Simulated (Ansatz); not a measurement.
Coupled-cluster diagnostics for the cluster TiO₃H₂, Ansatz.

Geometry of the singlet (PBE0-D4/def2-SVP):

```xyz
6

Ti   -0.233    0.642    0.236
O     1.168   -0.647    0.300
O    -0.021   -1.377   -0.062
O    -0.241    1.500   -1.091
H    -0.831    1.548    1.591
H     0.158   -1.665   -0.974
```

Correlated methods freeze 8 core orbitals; core or outer-core shells of Ti are correlated, in sets that lack core-valence functions. The structure holds one bond between oxygen atoms, so isomers without such links may lie far lower. No other spin state of charge 0 was run. Another isomer (singlet) lies 0.80 eV lower at PBE0-D4/def2-TZVP; other spin states weren't run for this one.

Estimate the CCSD(T) correlation energy, the shares of MP2 and (T), T1 and the reference's ⟨S²⟩ for: charge 0, singlet, own geometry in def2-TZVPP; and the rough time on 4 threads of Arm Neoverse V2 on a shared host.


```json
{"state": "charge 0, singlet, own geometry", "basis": "def2-TZVPP", "correlation (eV)": "-33.234", "MP2 share (%)": "96.5", "(T) share (%)": "5.4", "T1": "0.028", "⟨S²⟩ (pure)": "0.00 (0.00)", "wall time": "48 s", "remarks": "test for broken spin undecided"}
```
Customary marks for T1 are 0.02 (closed shells), 0.045 (open shells) and about 0.05 (3d metals). T1 exceeds 0.02 in 1 of 1 rows and 0.045 in 0; the higher it lies, the less the single-reference result can be trusted.
